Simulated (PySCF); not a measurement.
A calculated (BHandHLYP, PySCF 2.14, def2-TZVPPD, no relativity, point nucleus) atom or ion has these occupied shells.

```
shell  electrons  orbital energy (eV)  rms radius, mean of both spins (bohr)
   1s          2              -4013.3                                 0.0896
   2s          2              -450.05                                  0.397
   2p          6              -368.68                                  0.364
   3s          2              -69.132                                   1.24
   3p          6              -47.529                                   1.37
```

Problem. Name the element and its charge.

Solution. Ca²⁺ (calcium, charge +2), in [Ar], closed-shell 1S.
